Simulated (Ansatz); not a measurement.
BFO, charge -1, doublet, geometry from GFN2-xTB (a state made from the parent by changing its charge; the spin is typed, not shown lowest) (a gas-phase anion, which may not be bound at this level); HF/6-31G** (Ansatz, a program for electronic structure).

The Ansatz input:
Ansatz 0.2 input:
```yaml
crystal:
  periodic: [false, false, false]
  atoms:
    - {symbol: F, position_ang: [-1.24683535, 0.25242514, 0.11009263]}
    - {symbol: B, position_ang: [0.20092821, -0.49119948, -0.30936392]}
    - {symbol: O, position_ang: [1.27710964, 0.02302140, 0.06949823]}
basis:
  gaussian:
    orbitals: 6-31G__.json
    symmetry_tolerance_ang: 0.01
hamiltonian:
  xc: hf
total_charge: -1
magnetization: {spin_polarized: true, initial_magnetization: 1}
```
The basis file holds 6-31G** in the JSON format of the Basis Set Exchange.

What the program printed (banner, timings and long lists left out):

```
Functional definition: HF
393 factors; integrals over basis functions are off by at most 9.0e-4 eV
mean field evaluation 1: about -5413.1959 eV, gradient 1.7e1 eV
mean field evaluation 2: about -5413.2254 eV, gradient 1.7e1 eV
mean field evaluation 4: about -5414.9641 eV, gradient 2.8e0 eV
mean field evaluation 8: about -5415.0817 eV, gradient 3.9e-1 eV
mean field evaluation 16: about -5415.0886 eV, gradient 2.3e-5 eV
mean field -5415.08861178 eV, -199.0008360040 hartree, gradient 2.3e-5 eV, S^2 0.764718; 0 other end points of the search recorded, 0 dependent functions left out
reference -5415.08861178 eV, -199.0008360040 hartree; 12, 11 occupied and 33, 34 virtual orbitals, 393 factors
Total energy: -5415.08861178 eV, -199.0008360040 hartree
```
